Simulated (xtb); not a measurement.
xtb input (GFN1-xTB):

```bash
xtb mol.xyz --gfn 1 --opt tight --chrg 0 --uhf 0
```
mol.xyz:
```
14

C      1.90235597    -0.31808874    -0.81918042
Sn     0.03055222    -0.05500043     0.23288720
C     -1.46955148    -1.35801557    -0.62242059
C     -0.61418144     2.00262100     0.05903811
H      1.77088135    -0.07104969    -1.87243434
H      2.23786216    -1.35147551    -0.73929658
H      2.66677132     0.33365230    -0.39759198
H      0.24891107    -0.44809230     1.89734801
H     -2.41801594    -1.23454220    -0.10088102
H     -1.15614574    -2.39821832    -0.54124713
H     -1.61226785    -1.11444358    -1.67501852
H     -0.75404606     2.25739718    -0.99128788
H      0.13373980     2.66957264     0.48638264
H     -1.55703957     2.14812096     0.58504415
```

Output:

```
           -------------------------------------------------
          |                Calculation Setup                |
           -------------------------------------------------

           -------------------------------------------------
          |                 G F N 1 - x T B                 |
           -------------------------------------------------

        Reference                      10.1021/acs.jctc.7b00118
      * Hamiltonian:
        H0-scaling (s, p, d)           1.850000    2.250000    2.000000
        zeta-weighting                 0.000000
      * Dispersion:
        s8                             2.400000
        a1                             0.630000
        a2                             5.000000
        s9                             0.000000
      * Repulsion:
        kExp                           1.500000
        rExp                           1.000000
      * Coulomb:
        alpha                          2.000000
        third order                    atomic
        anisotropic                    false
      * Halogen bond correction:
        rad-scale                      1.300000
        damping                        0.440000

          ...................................................
          :                      SETUP                      :
          :.................................................:
          :  # basis functions                  42          :
          :  # atomic orbitals                  41          :
          :  # shells                           29          :
          :  # electrons                        26          :
          :  # halogen bonds                     0          :
          :  max. iterations                   250          :
          :  Hamiltonian                  GFN1-xTB          :
          :  restarted?                      false          :
          :  GBSA solvation                  false          :
          :  PC potential                    false          :
          :  electronic temp.          300.0000000     K    :
          :  accuracy                    1.0000000          :
          :  -> integral cutoff          0.2500000E+02      :
          :  -> integral neglect         0.1000000E-07      :
          :  -> SCF convergence          0.1000000E-05 Eh   :
          :  -> wf. convergence          0.2000000E-04 e    :
          :  Broyden damping             0.4000000          :
          :  net charge                          0          :
          :  unpaired electrons                  0          :
          ...................................................

 iter      E             dE          RMSdq      gap      omega  full diag
   1    -14.3404863 -0.143405E+02  0.682E+00    5.93       0.0  T
   2    -14.3522917 -0.118055E-01  0.418E+00    5.94       1.0  T
   3    -14.3528104 -0.518662E-03  0.428E-01    5.98       1.0  T
   4    -14.3532726 -0.462244E-03  0.464E-02    5.96       1.0  T
   5    -14.3532931 -0.205026E-04  0.173E-02    5.96       1.5  T
   6    -14.3532938 -0.681129E-06  0.572E-03    5.96       4.7  T
   7    -14.3532940 -0.143870E-06  0.389E-04    5.96      68.7  T
[...]
        11        2.0000           -0.4580296             -12.4636
        12        2.0000           -0.4333791             -11.7928
        13        2.0000           -0.4333791             -11.7928 (HOMO)
        14                         -0.2200182              -5.9870 (LUMO)
        15                         -0.1717745              -4.6742
        16                         -0.1717745              -4.6742
        17                         -0.1384798              -3.7682
        18                         -0.1003682              -2.7312
        19                         -0.1003682              -2.7312
        20                         -0.0888074              -2.4166
        21                         -0.0840409              -2.2869
        22                         -0.0840409              -2.2869
        23                         -0.0473350              -1.2881
        24                         -0.0365670              -0.9950
       ...                                ...                  ...
        41                          1.0963674              29.8337
      -------------------------------------------------------------
                  HL-Gap            0.2133609 Eh            5.8058 eV
             Fermi-level           -0.3266987 Eh           -8.8899 eV

  Mulliken/CM5 charges         n(s)   n(p)   n(d)
     1C    -0.15298 -0.30383   1.023  3.130  0.000
     2Sn    0.16818  0.10485   1.911  1.870  0.050
     3C    -0.15298 -0.30383   1.023  3.130  0.000
     4C    -0.15298 -0.30383   1.023  3.130  0.000
     5H     0.03401  0.08605   0.966  0.000  0.000
     6H     0.03404  0.08610   0.966  0.000  0.000
     7H     0.03404  0.08610   0.966  0.000  0.000
     8H    -0.01552  0.03186   1.016  0.000  0.000
     9H     0.03404  0.08610   0.966  0.000  0.000
    10H     0.03404  0.08610   0.966  0.000  0.000
    11H     0.03401  0.08605   0.966  0.000  0.000
    12H     0.03401  0.08605   0.966  0.000  0.000
    13H     0.03404  0.08610   0.966  0.000  0.000
    14H     0.03404  0.08610   0.966  0.000  0.000

Wiberg/Mayer (AO) data.
largest (>0.10) Wiberg bond orders for each atom

 ---------------------------------------------------------------------------
     #   Z sym  total        # sym  WBO       # sym  WBO       # sym  WBO
 ---------------------------------------------------------------------------
     1   6 C    3.993 --     5 H    0.993     7 H    0.991     6 H    0.991
                             2 Sn   0.682     4 C    0.119     3 C    0.119
     2  50 Sn   2.776 --     8 H    0.726     1 C    0.682     3 C    0.682
                             4 C    0.682
     3   6 C    3.993 --    11 H    0.993     9 H    0.991    10 H    0.991
                             2 Sn   0.682     4 C    0.119     1 C    0.119
     4   6 C    3.993 --    12 H    0.993    14 H    0.991    13 H    0.991
                             2 Sn   0.682     3 C    0.119     1 C    0.119
     5   1 H    1.000 --     1 C    0.993
     6   1 H    0.999 --     1 C    0.991
     7   1 H    0.999 --     1 C    0.991
     8   1 H    1.001 --     2 Sn   0.726
     9   1 H    0.999 --     3 C    0.991
    10   1 H    0.999 --     3 C    0.991
    11   1 H    1.000 --     3 C    0.993
    12   1 H    1.000 --     4 C    0.993
    13   1 H    0.999 --     4 C    0.991
    14   1 H    0.999 --     4 C    0.991
 ---------------------------------------------------------------------------

Topologies differ in total number of bonds
Writing topology from bond orders to xtbtopo.mol

 dipole moment from electron density (au)
     X       Y       Z
  -0.0345   0.0621  -0.2630  total (Debye):    0.692

           -------------------------------------------------
          |                Geometry Summary                 |
           -------------------------------------------------

      molecular mass/u    :      164.8217278
   center of mass at/Å    :        0.0011964      -0.0021537       0.0091195
Note: The following floating-point exceptions are signalling: IEEE_UNDERFLOW_FLAG IEEE_DENORMAL
normal termination of xtb
  moments of inertia/u·Å² :        0.1300614E+03   0.1300614E+03   0.2133429E+03
rotational constants/cm⁻¹ :        0.1296129E+00   0.1296129E+00   0.7901662E-01

 * 10 selected distances

     #   Z          #   Z                                           value/Å
     1   6 C        5   1 H                                       1.0842945 (min)
     1   6 C        6   1 H                                       1.0845530
     1   6 C        7   1 H                                       1.0845530
     2  50 Sn       8   1 H                                       1.7059180 (max)
     3   6 C        9   1 H                                       1.0845530
     3   6 C       10   1 H                                       1.0845530
     3   6 C       11   1 H                                       1.0842945
     4   6 C       12   1 H                                       1.0842945
     4   6 C       13   1 H                                       1.0845530
     4   6 C       14   1 H                                       1.0845530

 * 2 distinct bonds (by element types)

   Z      Z             #   av. dist./Å        max./Å        min./Å
   1 H    6 C           9     1.0844668     1.0845530     1.0842945
   1 H   50 Sn          1     1.7059180     1.7059180     1.7059180

optimized geometry written to: xtbopt.xyz

           -------------------------------------------------
          | TOTAL ENERGY              -14.190931952487 Eh   |
          | GRADIENT NORM               0.000039570325 Eh/α |
          | HOMO-LUMO GAP               5.805845212884 eV   |
           -------------------------------------------------

------------------------------------------------------------------------
------------------------------------------------------------------------
 total:
 SCF:
 ANC optimizer:
```
